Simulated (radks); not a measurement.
Values are calculated unless marked as measured or tabulated.
The mean radii <r> (bohr) of the occupied orbitals of an atom or ion are listed with their occupations. Level of theory: Dirac Kohn-Sham, PBE, spin-unpolarised, spherical densities, finite nucleus; Fermi nuclear charge, rms radius of each element as measured or else 0.836 A^(1/3) + 0.57 fm (a radial shooting solver on a logarithmic mesh with Libxc functionals).

| orbital | occ. | <r> |
|---|---|---|
| 1s1/2 | 2 | 0.02274 |
| 2s1/2 | 2 | 0.09650 |
| 2p1/2 | 2 | 0.08074 |
| 2p3/2 | 4 | 0.08736 |
| 3s1/2 | 2 | 0.2546 |
| 3p1/2 | 2 | 0.2442 |
| 3p3/2 | 4 | 0.2570 |
| 3d3/2 | 4 | 0.2287 |
| 3d5/2 | 6 | 0.2327 |
| 4s1/2 | 2 | 0.5772 |
| 4p1/2 | 2 | 0.5907 |
| 4p3/2 | 4 | 0.6189 |
| 4d3/2 | 4 | 0.6578 |
| 4d5/2 | 6 | 0.6677 |
| 5s1/2 | 2 | 1.349 |
| 5p1/2 | 2 | 1.485 |
| 5p3/2 | 4 | 1.560 |
| 4f5/2 | 4 | 0.8485 |
| 6p1/2 | 2 | 3.697 |

Name the element and its charge. Open shells, if any, fill j = l - 1/2 first.

Answer. Z = 62, samarium, charge +2: Sm2+ in [Xe] 4f4 6p2. The 1s radius gives Z: for a bare nucleus <r> = (2 gamma + 1)/(2Z) with gamma = sqrt(1 - (Z/c)^2), 0.02245 bohr for Z = 62, and screening makes it slightly larger (0.02274 here). The occupations add up to 60, and the charge is Z minus that.
